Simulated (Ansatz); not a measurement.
Geometry optimisation, Ansatz 0.2.0, RKS CAM-B3LYP-D4/def2-SVPD.

input.yaml

```yaml
crystal:
  periodic: [false, false, false]
  atoms:
    - { symbol: Si, position_ang: [-0.67799, 0.24613, -0.84096] }
    - { symbol: Si, position_ang: [0.32172, -0.03811, 1.13033] }
    - { symbol: I, position_ang: [1.99838, -1.93506, 1.01518] }
    - { symbol: H, position_ang: [-1.24068, -0.659, -1.85098] }
    - { symbol: H, position_ang: [-1.68238, 1.31967, -0.79247] }
    - { symbol: H, position_ang: [1.28095, 1.06637, 1.3389] }
basis:
  gaussian: { orbitals: def2-SVPD }
hamiltonian:
  xc: cam_b3lyp
  dispersion: d4
relax:
  f_tol: 0.015
  max_steps: 40
```

Run as:

```bash
$ ansatz run input.yaml --threads 2 --pin off --max-ram 3072MiB --backend cpu --events-out ev --progress --plain --runs-dir out
```

Task: Where does it end, and by what steps?

Result: It converged. After 10 steps the energy has fallen by 0.297 eV; Si2 moved furthest, 0.33 Å.

| step | energy less start (eV) | largest force component (eV/Å) | accepted |
| --- | --- | --- | --- |
| 0 | 0.0000 | 0.873 | yes |
| 1 | -0.1814 | 0.618 | yes |
| 2 | -0.2401 | 0.657 | yes |
| 3 | -0.2848 | 0.410 | yes |
| 4 | -0.2636 | 0.371 | no |
| 5 | -0.2932 | 0.104 | yes |
| 6 | -0.2878 | 0.168 | no |
| 7 | -0.2971 | 0.021 | yes |
| 8 | -0.2973 | 0.015 | yes |
| 9 | -0.2973 | 0.013 | no |
| 10 | -0.2974 | 0.009 | yes |

```xyz
6
Properties=species:S:1:pos:R:3
Si -0.681 0.328 -0.934
Si 0.490 -0.032 0.851
I 1.966 -1.979 0.959
H -1.248 -0.857 -1.622
H -1.650 1.450 -0.838
H 1.123 1.090 1.585
```

Run time: 33 s on 2 threads of Arm Neoverse V2, on a shared host, peak memory 0.32 GiB.
